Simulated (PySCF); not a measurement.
**Ionisation energy of Si⁺ by level of theory**

Si⁺ [Ne] 3s2 3p1 (2P) → Si²⁺ [Ne] 3s2 (1S), as a difference of total energies. Calculation: PySCF 2.14, in x2c-QZVPPall (9s6p4d2f1g, 70 functions); the spin-free X2C one-electron Hamiltonian (Gaussian nucleus). Correlated levels: valence: [Ne] frozen. The calculations carry no spin-orbit coupling.

Order these methods by the ionisation energy they give, lowest first.
A. UHF
B. SCS-MP2 (valence)
C. CCSD (valence)
D. CCSD(T) (valence)

A (15.835 eV), B (16.120 eV), C (16.230 eV), D (16.263 eV).

A first-order spin-orbit estimate (lowest level to lowest level, LS coupling) adds 0.021 eV.

Errors of the correlated levels include the incompleteness of this basis and the frozen core.

For comparison: 16.346 eV (measured; NIST Atomic Spectra Database, ionization energies).
